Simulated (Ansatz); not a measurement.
Geometry optimisation, Ansatz 0.2.0, RKS PBE0-D4/def2-SVP.

The input (input.yaml):

```yaml
crystal:
  periodic: [false, false, false]
  atoms:
    - { symbol: K, position_ang: [-0.1168, -0.0201, -2.7223] }
    - { symbol: C, position_ang: [0.0404, 0.004, 0.9324] }
    - { symbol: "N", position_ang: [-0.0195, -0.0342, -0.2024] }
    - { symbol: H, position_ang: [0.0959, 0.0503, 1.9923] }
total_charge: 1
basis:
  gaussian: { orbitals: def2-SVP }
hamiltonian:
  xc: pbe0
  dispersion: d4
relax:
  f_tol: 0.02
  max_steps: 40
output:
  orbitals: {}
```

Run as:

```bash
$ ansatz run input.yaml --threads 1 --pin off --max-ram 2048MiB --backend cpu --events-out ev --progress --plain --runs-dir out
```

Q: Where does it end, and by what steps?

A: The forces met the threshold. Limits of this set-up: the dipole of an ion depends on the origin. After 4 steps the energy has fallen by 0.076 eV; K1 moved furthest, 0.16 Å.

| step | energy less start (eV) | largest force component (eV/Å) | accepted |
| --- | --- | --- | --- |
| 0 | 0.0000 | 1.449 | yes |
| 1 | -0.0738 | 0.477 | yes |
| 2 | -0.0758 | 0.030 | yes |
| 3 | -0.0762 | 0.032 | yes |
| 4 | -0.0762 | 0.014 | yes |

```xyz
4
Properties=species:S:1:pos:R:3
K -0.128 -0.037 -2.881
C 0.044 0.011 0.983
N -0.008 -0.004 -0.168
H 0.093 0.030 2.066
```

Run time: 9.9 s on 1 thread of Arm Neoverse V1, on a shared host, peak memory 0.13 GiB.
